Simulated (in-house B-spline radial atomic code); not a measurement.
RPA and G0W0 on PBE: Sc XI (Sc10+)

Configuration [Ne] 3s1, highest spin, mean-field start PBE. Computed with an all-electron radial atomic-structure program (B-spline basis): all electrons, non-relativistic, point nucleus, each spin shell either full or empty, empty states to l = 9 with an (l + 1/2)⁻⁴ tail; G0W0 by contour deformation at full frequency.

Command:
```bash
python run_gw.py task.json out
```
Settings (radii: box in bohr, nucleus in fm):
```
Z                        21
electrons                11
configuration            [Ne] 3s1
hamiltonian              nr
method                   pbe,pbe
lmax                     9
spin_polarised           True
box_radius               6.62
intervals                46
ion_configuration        [He] 2s2 2p6
```

Time taken, with all properties: 2.3 s on 1 thread of Arm Neoverse N1, on a shared host.

Energies (hartree):

```csv
term,value
mean-field total,-722.90639
Hartree-Fock functional on these orbitals,-722.70668
direct second order,-0.74144
second-order exchange,0.28841
SOSEX correction,0.26909
```

Q: What is the RPA correlation energy, and what remains with SOSEX?

A: RPA gives -0.68961 hartree (-1.71 eV per electron); RPA + SOSEX gives -0.42052, and the second-order doubles -0.45303 hartree (no singles). SOSEX takes back 39 % of the RPA value.

Quasi-particle levels (eV):

| level | occupied | mean field | Σx - vxc | Σc | QP weight | G0W0 |
| --- | --- | --- | --- | --- | --- | --- |
| 3s up | yes | -239.04 | -9.19 | ? | ? | ? |
| 2p down | yes | -617.53 | -36.85 | 3.16 | 0.977 | -651.23 |
| 2p up | yes | -618.34 | -37.12 | 3.28 | 0.975 | -652.18 |
| 2s down | yes | -697.16 | -47.47 | 5.61 | 0.897 | -739.02 |
| 3s down | no | -233.66 | 12.37 | -3.28 | 0.952 | -224.56 |

G0W0 = mean field + (Σx - vxc) + Σc, with Σc (partial-wave tail included) taken at the quasi-particle energy. Only the outer levels were computed.

Q: Where does G0W0 put 3s up?

A: At -250.38 eV, with Σc = -2.15 eV and a quasi-particle weight of 0.976. The tabulated removal energy is 249.798 ± 0.005 eV (NIST, semi-empirical); the calculation leaves out relativity, Breit and QED terms, and what these don't explain is the method's own error.

Q: What does it cost to remove one electron (to [He] 2s2 2p6) by differences of total energies, each species on its own start (correlation terms add to the Hartree-Fock functional)?

A: PBE 249.92 eV, Hartree-Fock functional 248.07 eV, + RPA 249.84 eV, + RPA + SOSEX 248.61 eV, + second order 248.72 eV. Tabulated: 249.798 ± 0.005 eV (NIST, semi-empirical); the calculation leaves out relativity, Breit and QED terms, and what these don't explain is the method's own error.
